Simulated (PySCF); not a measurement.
**How methods differ on the excitation energy of Zn²⁺**

Zn²⁺ [Ar] 3d10 (1S) → Zn²⁺ [Ar] 3d9 4p1 (high-spin determinant), as a difference of total energies. Computed with PySCF 2.14 in def2-QZVPPD, with the non-relativistic Hamiltonian (point nucleus). Correlated levels: valence and next inner shell: [Ne] frozen. The calculations carry no spin-orbit coupling.

```
                                method  excitation energy (eV)
                                   UHF                  15.730
    MP2 (valence and next inner shell)                  18.598
SCS-MP2 (valence and next inner shell)                  18.272
   CCSD (valence and next inner shell)                  17.628
CCSD(T) (valence and next inner shell)                  17.702
```

Question: How much does correlation contribute at CCSD(T) (valence and next inner shell)?

Answer: 17.702 − (15.730) = 1.972 eV, measured against UHF.

A first-order spin-orbit estimate (lowest level to lowest level, LS coupling) adds -0.097 eV.

The determinant of the upper state mixes LS terms, which raises its energy above the lowest term, most at the Hartree-Fock and MP2 levels.
